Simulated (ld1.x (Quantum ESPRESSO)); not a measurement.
**Bi (Z = 83): one change to a PAW potential, before and after**

```
Element                 : Bi (Z = 83)
Generator               : ld1.x (Quantum ESPRESSO) 7.5
Type                    : PAW
Functional              : PBE
Relativity              : scalar-relativistic
Frozen core             : [Xe] 4f14
Valence charge          : 15
Reference configuration : 5d10 6s2 6p3
Partial waves           : 6s (bound): rcut 1.50, rcutus 1.95 bohr; 6s channel at 1.9 Ry: rcut 1.50, rcutus 1.95 bohr; 6p (bound): rcut 1.95, rcutus 2.60 bohr; 6p channel at 1.6 Ry: rcut 1.95, rcutus 2.60 bohr; 5d (bound): rcut 1.80, rcutus 2.00 bohr; 5d channel at -1.2 Ry: rcut 1.80, rcutus 2.00 bohr
Local potential         : all-electron potential smoothed inside 1.50 bohr (lloc = -1)
Core correction         : Bessel-smoothed model core, default radius (core density twice the valence density)
Augmentation charge     : BESSEL, radius 1.60 bohr
```

Change: waves 5d (bound): rcut 1.66, rcutus 1.76 bohr; 5d channel at -1.2 Ry: rcut 1.66, rcutus 1.76 bohr.

Cutoffs: the cutoffs (Ry, on a coarse ladder) from which the occupation-weighted sum of valence levels, in a spherical-Bessel basis at the reference potential, stays within 10 and 1 mRy of its value at 400 Ry; they do not see the model core or the augmentation charge, which bear on the density cutoff. Errors are all-electron minus pseudo energies relative to the spin-unpolarised reference configuration.

**Question.** Predict the effect on cutoff, ghosts and configuration errors.

**Answer.** The potential gets harder (30 Ry and 50 Ry → 40 Ry and 80 Ry); both files keep a bound ghost (p, s); the number of tests that count goes from 6 to 7; of the 6 tests that both files solve, the error grows in 0 and shrinks in 6 by more than 15 % and 0.3 meV (median size 58.9 → 6.6 meV); the range in which the d phases agree widens (upper end -0.7 → at the end of the scan). A smaller radius makes the pseudo-wave follow the all-electron one further in, where it bends more sharply, so more plane waves are needed. Less of the atom is replaced, so other configurations are described better.

```csv
quantity,base,changed
"cutoff, loose",30 Ry,40 Ry
"cutoff, tight",50 Ry,80 Ry
loose cutoff by channel (10 mRy a level),"s 8 Ry, p 6 Ry, d 25 Ry","s 8 Ry, p 6 Ry, d 35 Ry"
bound ghosts,"s, p","s, p"
"tests counted (converged, no solver errors)",6 of 7,7 of 7
"error for 5d10 6s2 6p2, meV [ΔE 7.91 eV]",+27,-0.8
"error for 5d10 6s2 6p1, meV [ΔE 23.16 eV]",+248,+14
"error for 5d10 6s2 6p0, meV [ΔE 46.50 eV]",+1118,+77
"error for 5d10 6s1 6p4, meV [ΔE 10.08 eV]",+90,+7.9
"error for 5d10 6s2 6p3.3, meV [ΔE -1.09 eV]",+1.2,+0.6
"error for 5d10 6s1 6p3, meV [ΔE 18.73 eV]",+14,-5.3
s: phases at 2.86 bohr within 0.05 rad from the reference energy up to (Ry; the scan ends near 5),to the end of the scan,to the end of the scan
p: phases at 2.86 bohr within 0.05 rad from the reference energy up to (Ry; the scan ends near 5),to the end of the scan,to the end of the scan
d: phases at 2.86 bohr within 0.05 rad from the reference energy up to (Ry; the scan ends near 5),-0.7,to the end of the scan
lowest overlap eigenvalue by channel,"s 0.41, p 0.34, d 0.21","s 0.41, p 0.34, d 0.93"
```

Base: Tests not counted: 5d10 6s0 6p5 (solver errors, printed error -1678 eV). A true bound ghost makes a file unfit for plane-wave use even where its test errors are small: the radial tests pick states by their node count and pass the ghost by. Where a test does run into it, the solver fails or the error is huge.
